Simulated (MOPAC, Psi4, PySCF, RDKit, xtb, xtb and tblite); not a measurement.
Two geometries of C4H14OSi2, SMILES C[Si](C)([SiH2]OC)C, singlet, relaxed at GFN2-xTB with one dihedral held; other torsions can differ between them too.

Structure A

```
21

C      3.3150     1.1812    -0.0633
O      2.0818     0.5454    -0.0092
Si     1.4257    -0.5389     1.0100
Si     2.8413    -1.1644     2.7472
C      1.9045    -2.2950     3.9700
C      3.4992     0.3297     3.7563
C      4.3814    -2.1432     2.1531
H      4.0818     0.6257     0.4828
H      3.6177     1.2675    -1.1095
H      3.2374     2.1853     0.3645
H      1.0392    -1.6434     0.1228
H      0.1993     0.1257     1.4698
H      1.5519    -3.1975     3.4798
H      1.0370    -1.7926     4.3873
H      2.5368    -2.5991     4.7992
H      2.6799     0.9255     4.1488
H      4.1007     0.0075     4.6024
H      4.1171     0.9879     3.1512
H      4.9881    -2.4795     2.9900
H      5.0222    -1.5463     1.5091
H      4.0886    -3.0246     1.5894
```

Structure B

```
21

C      3.4733     0.4690    -0.2635
O      2.0984     0.2680    -0.1909
Si     1.1851    -0.1539     1.0903
Si    -0.8359     0.8603     0.6037
C     -2.1064     0.3649     1.9418
C     -1.5601     0.3446    -1.0924
C     -0.7147     2.7743     0.6154
H      3.6907     1.0254    -1.1766
H      3.8328     1.0358     0.5983
H      4.0029    -0.4873    -0.2940
H      1.8344     0.3448     2.3198
H      1.2404    -1.6182     1.2546
H     -1.7786     0.6665     2.9318
H     -2.2575    -0.7101     1.9638
H     -3.0731     0.8258     1.7637
H     -1.7553    -0.7236    -1.1263
H     -2.4960     0.8548    -1.3054
H     -0.8689     0.5745    -1.8980
H     -1.6725     3.2425     0.4028
H     -0.0060     3.1247    -0.1296
H     -0.3795     3.1407     1.5820
```

Which is lower in energy at the level B3LYP-D3(BJ)/def2-SVP // GFN2-xTB run with Psi4, and by how much?

B is lower, by 6.07 kJ/mol (dihedral C1–O2–Si3–Si4: 0° in A, 150° in B).

E(B) − E(A) in kJ/mol at the other levels, on the same two geometries: GFN2-xTB (xtb and tblite) -5.11; MMFF94 // GFN2-xTB (RDKit) -19.13; B3LYP/def2-SVP // GFN2-xTB (Psi4) -9.68; PBE/def2-SVP // GFN2-xTB (Psi4) -7.81; PBE-D3(BJ)/def2-SVP // GFN2-xTB (Psi4) -5.54; UFF // GFN2-xTB (RDKit) -27.05; PM3, restricted, heats of formation // GFN2-xTB (MOPAC) -0.26; PM7, restricted, heats of formation // GFN2-xTB (MOPAC) -2.36; GFN1-xTB // GFN2-xTB (xtb) 9.58; restricted B3LYP/6-31G*, spherical d, density fitting // GFN2-xTB (PySCF) -8.38; restricted B3LYP/6-311+G**, spherical d, density fitting // GFN2-xTB (PySCF) -10.71; restricted B3LYP/3-21G, density fitting // GFN2-xTB (PySCF) -2.19; restricted MP2 (frozen core)/3-21G // GFN2-xTB (PySCF) -2.06.

MMFF94 has few fitted parameters for silicon.
